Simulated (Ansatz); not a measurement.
CH7GaSi2 (`[CH2]1[SiH2][SiH2][GaH]1`). Charge 0, multiplicity 1.

```xyz
11

C    -0.227    0.196   -1.376
Si   -1.269   -0.031    0.180
Si    0.610    0.155    1.587
Ga    1.476   -0.502   -0.579
H    -0.596   -0.233   -2.309
H    -0.069    1.271   -1.535
H    -1.777   -1.433    0.243
H    -2.431    0.889    0.339
H     0.723   -0.600    2.863
H     0.923    1.593    1.846
H     2.639   -1.303   -1.259
```

Problem. What are the harmonic wavenumbers in cm⁻¹ at PBE0-D4/def2-TZVP (Ansatz, finite differences of forces, unscaled)? (Estimate.)

Solution. The calculation gave: 104, 207, 275, 317, 339, 402, 434, 495, 509, 570, 602, 632, 675, 694, 779, 904, 910, 932, 940, 1369, 1955, 2184, 2188, 2198, 2219, 3040, 3140.

Problem. Is this a minimum?

Solution. Yes, all 27 modes are real.

Problem. Give the ideal-gas thermochemistry at 298.15 K and 1 bar (rigid rotor, harmonic oscillator; point group C1, symmetry number 1).

Solution. Zero-point energy 173.5 kJ/mol; H(298) − E = 195.4 kJ/mol; entropy 350.9 J/(mol·K), of which translation 170.9, rotation 115.4, vibration 64.6; G(298) − E = 90.7 kJ/mol.
